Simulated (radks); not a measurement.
Nb36+, configuration [He] 2s2 2p1. All-electron calculation, non-relativistic Kohn-Sham, TPSS, spin-polarised, spherical densities, point nucleus; open shells are filled with parallel spins first (spin-orbit coupling, left out, can overturn this in heavy ions); meta-GGA in the generalised Kohn-Sham scheme; relativity is left out, which matters for an element this heavy. Program: a radial shooting solver on a logarithmic mesh with Libxc functionals. Some entries of the table are withheld. Estimate them.

orbital  occ.  eigenvalue (eV)  <1/r> (bohr^-1)
1s up       1              (1)            40.61
1s down     1              (2)            40.63
2s up       1        -4913.287              (3)
2s down     1        -4892.585              (4)
2p up       1        -4805.626              (5)
2p down     0        -4777.343              (6)

Answer. 
(1) 1s up eigenvalue (eV): -21259.70
(2) 1s down eigenvalue (eV): -21247.24
(3) 2s up <1/r> (bohr^-1): 9.759
(4) 2s down <1/r> (bohr^-1): 9.724
(5) 2p up <1/r> (bohr^-1): 9.698
(6) 2p down <1/r> (bohr^-1): 9.674
